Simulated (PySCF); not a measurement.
**Static response to an electric field**

Species: H8NOPSi2.
Geometry (GFN2-xTB, Å), atoms numbered from 1 in this order:
```
atom  x, y, z in Å
N1    -1.939   -1.019   -0.178
Si2   -1.467   -0.002    1.122
O3     0.053    0.607    1.019
Si4    1.349    0.984    0.141
P5     1.284   -0.216   -1.757
H6    -2.017   -0.628   -1.104
H7    -1.570   -1.954   -0.239
H8    -1.423   -0.812    2.330
H9    -2.344    1.161    1.103
H10    1.267    2.398   -0.224
H11    2.487    0.685    1.011
H12    1.781   -1.382   -1.199
H13    2.535    0.178   -2.194
```

Level: PBE0/def2-SVPD (PySCF), static field, nuclei fixed, core orbitals frozen in the response. The polarisability tensor in these axes (au):

```
x   90.78  3.81 -5.21
y    3.81 83.61  7.29
z   -5.21  7.29 92.80
```

Task: Give the principal values, the mean and the anisotropy Δα = √{½[(α1 − α2)² + (α2 − α3)² + (α1 − α3)²]}.

Result: Principal values 77.03, 92.00 and 98.16 au; mean 89.06 au = 13.20 Å³ = 14.68 × 10⁻⁴⁰ C²·m²/J; Δα = 18.82 au (21 % of the mean).

Task: What is the dipole moment, and where does it point?

Result: (0.66, -0.60, -0.65) D, 1.10 D in size, pointing from the negative to the positive side. Measured along this direction, the outermost atoms are H9 at the negative end and H13 at the positive end.

Task: Refractivity n − 1 of an ideal gas of it at 273.15 K and 1 atm, from the electronic α?

Result: N = p/kT = 2.6868 × 10¹⁹ cm⁻³, so n − 1 = 2π × N × 13.20 × 10⁻²⁴ cm³ = 2228 × 10⁻⁶ at long wavelengths, for an ideal gas.

Task: Find the Langevin capture rate constant for H3O+ (19.018 u) meeting this molecule (124.988 u), k = 2.342 × 10⁻⁹ cm³/s × √(α in Å³ / reduced mass in u).

Result: The reduced mass is 16.51 u, so k = 2.09 × 10⁻⁹ cm³/s. The formula leaves out the permanent dipole, which adds to the capture rate.

Task: What depolarisation ratio follows for Rayleigh scattering of linearly polarised light, taking the static tensor?

Result: ρ = 3Δα²/(45ᾱ² + 4Δα²) = 1063.1/(356962 + 1417.5) = 0.00297.

Task: Form Σ f/ω² (atomic units) for the 6 lowest TDDFT singlets, given as eV and f, and set it beside the mean polarisability, which is this sum over all singlets: 6.26, 0.0385; 6.40, 0.0294; 6.67, 0.0627; 6.89, 0.0205; 7.07, 0.1600; 7.16, 0.0118.

Result: They add up to 5.16 au, 5.8 % of the 89.06 au; the largest single term is 2.37 au, from the state at 7.07 eV. Terms in order: 0.73, 0.53, 1.04, 0.32, 2.37, 0.17 au. Higher excitations give the rest. The strengths listed sum to 0.323.

The structure is a single GFN2-xTB conformer in the gas phase; no vibrational or solvent corrections.
